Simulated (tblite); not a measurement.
Species: C6H8N (doublet state).
Bonds: C1–C2, C2–N3, N3–C4 (aromatic), C4–C5 (aromatic), C5–C6 (aromatic), C6–C7 (aromatic), N3–C7 (aromatic). Hydrogens: H8, H9 on C1; H10, H11 on C2; H12 on C4; H13 on C5; H14 on C6; H15 on C7.
Bond orders are those of one Lewis drawing.

Computed with GFN2-xTB (tblite), gas phase: L-BFGS steps from a force-field or distance-geometry start until the largest atomic force falls under 0.01 eV/Å.

Step 1: E = -537.4976 eV
```
atom  x, y, z in Å  |  force x, y, z in eV/Å
C1     -2.3025   -0.1033   -0.5210    0.130  -0.030   0.006
C2     -1.3704    0.4921    0.4654    0.128  -0.027  -0.149
N3      0.0145    0.1609    0.2143    0.058  -0.285   0.211
C4      0.8643    0.8516   -0.5971   -0.376   0.276  -0.061
C5      2.0838    0.2389   -0.5742    0.186  -0.292   0.074
C6      1.9767   -0.8880    0.2799   -0.303   0.253  -0.039
C7      0.6860   -0.9048    0.7528    0.043   0.266  -0.230
H8     -1.9868   -0.9290   -1.1340   -0.026   0.133   0.085
H9     -3.3184    0.2384   -0.5787    0.082  -0.009   0.018
H10    -1.4617    1.5914    0.4718   -0.084  -0.117   0.021
H11    -1.6248    0.1451    1.4851    0.039   0.066  -0.054
H12     0.5230    1.7401   -1.1280    0.205  -0.454   0.267
H13     2.9631    0.5511   -1.1107   -0.107  -0.051   0.071
H14     2.7549   -1.5912    0.5203   -0.102   0.110  -0.041
H15     0.1940   -1.5852    1.4322    0.127   0.163  -0.180
```

Step 2: E = -537.5081 eV
```
atom  x, y, z in Å  |  force x, y, z in eV/Å
C1     -2.3018   -0.1033   -0.5210    0.161  -0.008   0.031
C2     -1.3665    0.4900    0.4628   -0.054   0.048  -0.027
N3      0.0138    0.1590    0.2165    0.096  -0.101   0.045
C4      0.8599    0.8521   -0.5957   -0.001  -0.019   0.017
C5      2.0853    0.2360   -0.5738   -0.157  -0.065   0.045
C6      1.9735   -0.8853    0.2797   -0.030   0.130  -0.060
C7      0.6865   -0.9010    0.7496   -0.102   0.053  -0.016
H8     -1.9872   -0.9270   -1.1326   -0.004   0.060   0.027
H9     -3.3162    0.2379   -0.5784    0.035   0.013   0.024
H10    -1.4631    1.5904    0.4721   -0.053  -0.148   0.006
H11    -1.6244    0.1462    1.4844    0.044   0.059  -0.076
H12     0.5257    1.7343   -1.1245    0.105  -0.250   0.152
H13     2.9614    0.5501   -1.1095   -0.041  -0.034   0.033
H14     2.7526   -1.5889    0.5194   -0.122   0.110  -0.033
H15     0.1961   -1.5825    1.4292    0.121   0.149  -0.167
```

**Question.** Estimate the geometry and energy of step 3. (The exact step hangs on the optimiser's Hessian estimate; all steps are aligned on step 2, rigid shifts and turns removed.)

**Answer.** E = -537.5139 eV, largest force 0.137 eV/Å
```
atom  x, y, z in Å  |  force x, y, z in eV/Å
C1     -2.2985   -0.1032   -0.5204    0.047   0.036   0.018
C2     -1.3646    0.4891    0.4606   -0.068   0.041   0.060
N3      0.0147    0.1568    0.2182   -0.048   0.088  -0.049
C4      0.8581    0.8501   -0.5935    0.062  -0.110   0.053
C5      2.0821    0.2338   -0.5731   -0.015   0.072  -0.078
C6      1.9717   -0.8815    0.2785   -0.031  -0.020   0.029
C7      0.6845   -0.8979    0.7476    0.063  -0.057   0.015
H8     -1.9874   -0.9245   -1.1312    0.036  -0.030  -0.038
H9     -3.3138    0.2378   -0.5778    0.055   0.013   0.030
H10    -1.4651    1.5871    0.4725   -0.030  -0.079  -0.009
H11    -1.6232    0.1481    1.4824    0.035   0.035  -0.047
H12     0.5293    1.7260   -1.1196    0.007  -0.031   0.025
H13     2.9596    0.5487   -1.1080   -0.068  -0.036   0.039
H14     2.7482   -1.5848    0.5181   -0.068   0.060  -0.015
H15     0.2001   -1.5776    1.4237    0.022   0.017  -0.032
```

The energy changes by -0.0059 eV. The first-order estimate −F·Δx gives -0.0104 eV and the mean of the old and new forces, exact on a quadratic surface, -0.0058 eV. The step makes an angle of 23° with the force vector and moves no atom by more than 0.010 Å.

What follows is the cost of the whole relaxation. Time: 0.14 s wall. Hardware: Arm Neoverse V2, one thread, on a shared host.
